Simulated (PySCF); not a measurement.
Two-dimensional NMR puzzle

Compound of formula C7H12O4. Correlations simulated from computed shifts and the bond graph:

HSQC (one-bond C–H):
| δH | δC |
| --- | --- |
| 3.99 | 54.9 |
| 1.62 | 28.5 |

HMBC (two and three bonds, from the bond graph):
| δH | δC |
| --- | --- |
| 3.99 | 165.4 |
| 1.62 | 83.4, 28.5 |

Carbons without hydrogens: δ 165.4, 162.2, 83.4.

Method: GFN2-xTB structure, GIAO PBE0/pcSseg-1 shieldings, in PySCF (one averaged value for each set of equivalent atoms, in vacuum, non-relativistic, single conformer).

References, each an isolated molecule treated in the same way: 1H (31.72 ppm) and 13C (186.93 ppm) against TMS.

Exchangeable hydrogens are left out of these lists.

Assemble the structure.

Results:

SMILES COC(=O)C(=O)OC(C)(C)C.

Atom-mapped SMILES (the numbers label the heavy atoms): `[CH3:1][O:2][C:3](=[O:4])[C:5](=[O:6])[O:7][C:8]([CH3:9])([CH3:10])[CH3:11]`. Each H is labelled by its parent atom.

- δC 165.4 is C3, an ester carbonyl carbon.
- δC 162.2 is C5, an ester carbonyl carbon.
- δC 83.4 is C8, a fully substituted sp3 carbon bonded to O.
- δC 54.9 is C1, a methyl carbon bonded to O (δH 3.99).
- δC 28.5 is C9/C10/C11, a methyl carbon (δH 1.62).
- HMBC from δH 3.99 reaches the proton-free carbon C3.
- HMBC from δH 1.62 reaches the proton-free carbon C8.

The data come from this structure; uniqueness wasn't tested.

Shifts are as computed. Against solution values, carbons near 30 ppm lie about +3 ppm off and those near 130 ppm about +5 ppm. Of 1211 compounds with measured shifts, 218 miss one by over three times the rms of a fit or turn the order of signals round; such compounds aren't used in these exercises.
